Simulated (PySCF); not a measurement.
This PySCF input asks for the NMR shieldings of `C=CC(=C)CC(=C)B(Cl)Cl`, C₇H₉BCl₂; the geometry comes from GFN2-xTB.

```python
import basis_set_exchange as bse
import numpy as np
from pyscf import gto, dft
from pyscf.prop import nmr

atoms = """
C    -0.780754    1.285562    1.596451
C     0.182810    0.394124    1.795020
C     1.051418   -0.174088    0.773514
C     2.002904   -1.045889    1.106051
C     0.839340    0.246081   -0.656813
C    -0.495431   -0.229614   -1.200326
C    -0.880934   -1.489751   -0.970687
B    -1.385716    0.747806   -2.029532
Cl   -0.854948    2.345038   -2.410308
Cl   -2.939365    0.270581   -2.597613
H    -1.375625    1.656256    2.413778
H    -1.017748    1.680887    0.623744
H     0.372682    0.036347    2.799186
H     2.162010   -1.349245    2.127350
H     2.661108   -1.480134    0.372587
H     0.901933    1.332770   -0.729439
H     1.635361   -0.173300   -1.276474
H    -1.816212   -1.871088   -1.343426
H    -0.272637   -2.173092   -0.400523
"""
names = dict.fromkeys(["C", "B", "Cl", "H"], "pcSseg-1")
basis = {el: gto.basis.parse(bse.get_basis(n, elements=[el], fmt="nwchem")) for el, n in names.items()}
mol = gto.M(atom=atoms, basis=basis, charge=0, verbose=0)
mf = dft.RKS(mol, xc="PBE0")
mf.grids.level = 2
mf.grids.alignment = dft.numint.BLKSIZE   # the property module wants whole blocks of grid points
mf.conv_tol = 1e-9
mf.kernel()

calc = nmr.RKS(mf)   # GIAO
C = mf.mo_coeff
Co = C[:, mf.mo_occ > 0]
resp = mf.gen_response(singlet=True, hermi=2)
def vind(x):   # induced exchange potential for any number of trial vectors
    d = np.einsum("pi,xij,qj->xpq", C, 2 * x.reshape(-1, C.shape[1], Co.shape[1]), Co, optimize=True)
    return np.einsum("xpq,pi,qj->xij", resp(d - d.transpose(0, 2, 1)), C, Co, optimize=True).ravel()
mo1, _ = nmr.rhf.solve_mo1(calc, with_cphf=vind)
sigma = calc.kernel(mo1)
for i, s in enumerate(sigma):   # ppm
    w = np.linalg.eigvalsh((s + s.T) / 2)
    print("%2d %-2s iso %8.1f  s11 %8.1f  s22 %8.1f  s33 %8.1f" % (i, mol.atom_pure_symbol(i), w.mean(), *w))
```

**Question.** What does it print?

**Answer.** 
```
 0 C  iso     61.9  s11    -43.3  s22     62.3  s33    166.7
 1 C  iso     43.1  s11    -69.4  s22     54.5  s33    144.2
 2 C  iso     30.5  s11    -82.9  s22     18.9  s33    155.6
 3 C  iso     60.6  s11    -37.4  s22     76.5  s33    142.6
 4 C  iso    147.3  s11    131.2  s22    148.0  s33    162.7
 5 C  iso     31.6  s11    -80.9  s22      7.5  s33    168.1
 6 C  iso     36.6  s11    -89.4  s22     32.7  s33    166.4
 7 B  iso     46.3  s11     22.6  s22     34.5  s33     81.9
 8 Cl iso    704.3  s11    432.2  s22    733.8  s33    946.9
 9 Cl iso    728.1  s11    445.9  s22    783.3  s33    955.2
10 H  iso     26.3  s11     24.4  s22     26.1  s33     28.4
11 H  iso     26.7  s11     23.7  s22     27.3  s33     29.2
12 H  iso     25.3  s11     23.3  s22     24.4  s33     28.2
13 H  iso     26.3  s11     23.4  s22     25.2  s33     30.1
14 H  iso     26.3  s11     22.8  s22     25.1  s33     30.8
15 H  iso     27.7  s11     23.4  s22     26.7  s33     33.1
16 H  iso     28.8  s11     25.1  s22     27.7  s33     33.6
17 H  iso     24.7  s11     21.6  s22     22.9  s33     29.7
18 H  iso     24.8  s11     21.2  s22     23.5  s33     29.7
```

These numbers come from an equivalent density-fitted implementation of the same equations, which agrees with the script to about 0.01 ppm for H and up to a few tenths of a ppm for heavy atoms, so last digits may differ.

Size and cost of the density-fitted run: 229 basis functions, 2.3 min wall time on 1 thread of an Arm Neoverse N1, shared host; peak memory 1.1 GiB.
